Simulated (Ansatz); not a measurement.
One change: `C=C(F)O[SiH3]` becomes `C=C(F)Br`.

Ansatz, PBE0-D4/def2-TZVP geometries, multiplicity 1. Each molecule was computed in one conformer, which needn't be the lowest.

Scalar relativity is left out up to krypton. Spin–orbit coupling is left out; it splits and shifts lone-pair levels of the heavy atoms by tenths of an eV.

```tsv
property	`C=C(F)O[SiH3]`
size of the dipole moment (ωB97M-V/def2-TZVPP) / D	0.81
HOMO energy (PBE0/def2-TZVPP) / eV	-6.98
HOMO–LUMO gap (PBE0/def2-TZVPP) / eV	7.00
HOMO–LUMO gap (PBE/def2-TZVPP) / eV	4.90
HOMO energy (ωB97M-V/def2-TZVPP) / eV	-9.24
LUMO energy (ωB97M-V/def2-TZVPP) / eV	1.70
```

(1) Give the same properties after the change, and the shifts. (Estimate.)

## Answers

(1) Computed: 
```json
{"property": "size of the dipole moment (ωB97M-V/def2-TZVPP) / D", "`C=C(F)Br`": "1.25", "shift": "0.44"}
{"property": "HOMO energy (PBE0/def2-TZVPP) / eV", "`C=C(F)Br`": "-7.59", "shift": "-0.61"}
{"property": "HOMO–LUMO gap (PBE0/def2-TZVPP) / eV", "`C=C(F)Br`": "7.42", "shift": "0.42"}
{"property": "HOMO–LUMO gap (PBE/def2-TZVPP) / eV", "`C=C(F)Br`": "5.22", "shift": "0.32"}
{"property": "HOMO energy (ωB97M-V/def2-TZVPP) / eV", "`C=C(F)Br`": "-9.78", "shift": "-0.54"}
{"property": "LUMO energy (ωB97M-V/def2-TZVPP) / eV", "`C=C(F)Br`": "2.00", "shift": "0.30"}
```

With PBE0 the HOMO falls by 0.61 eV and the LUMO falls by 0.19 eV, so the gap widens by about 0.42 eV. PBE moves the HOMO by -0.62 eV and ωB97M-V by -0.54 eV. Dipoles are sizes alone; their direction can turn.
